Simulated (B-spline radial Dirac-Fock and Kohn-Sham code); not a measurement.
**O 1s: cross section and angular parameters**

System: the O atom, configuration [He] 2s2 2p4; threshold 543.1 eV (tabulated edge). Level of theory: Dirac-Hartree-Slater photoionisation with a Latter tail; cross sections with all multipoles, angular parameters from the dipole term and its interference with E2; an atomic code on a B-spline grid.

```tsv
hν (eV)	σ (kb)	β	γ
588	443	2.000	-0.003
600	427	2.000	0.016
826	195	2.000	0.248
873	169	2.000	0.282
956	133	2.000	0.338
1380	50.0	2.000	0.559
1780	24.7	2.000	0.719
1820	?	?	?
2984.4	5.57	2.000	1.079
3510	3.45	2.000	1.205
3540	3.37	2.000	1.212
4810	1.34	2.000	1.473
5414.7	0.936	2.000	1.582
8560	0.228	2.000	2.062
9251.7	0.179	2.000	2.154
```

Q: Give the values at 1820 eV.

A: σ = 23.2 kb, β = 2.000, γ = 0.733. For an s subshell δ is negligible.

Values without a named source are computed, but for edge energies of neutral atoms, which are taken from tables.
